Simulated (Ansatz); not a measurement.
Problem. Name a neutral molecule of B, C, F, O, S and H with size of the dipole moment (ωB97M-V/def2-TZVPP) between 1.30 and 1.60 D and size of the dipole moment (PBE/def2-TZVPP) between 1.35 and 1.65 D (Ansatz, PBE0-D4/def2-TZVP geometry).

Solution. `OBC(F)S` (1.48 D, 1.43 D). Other molecules can fit too; these were computed, each in one conformer that needn't be the lowest.
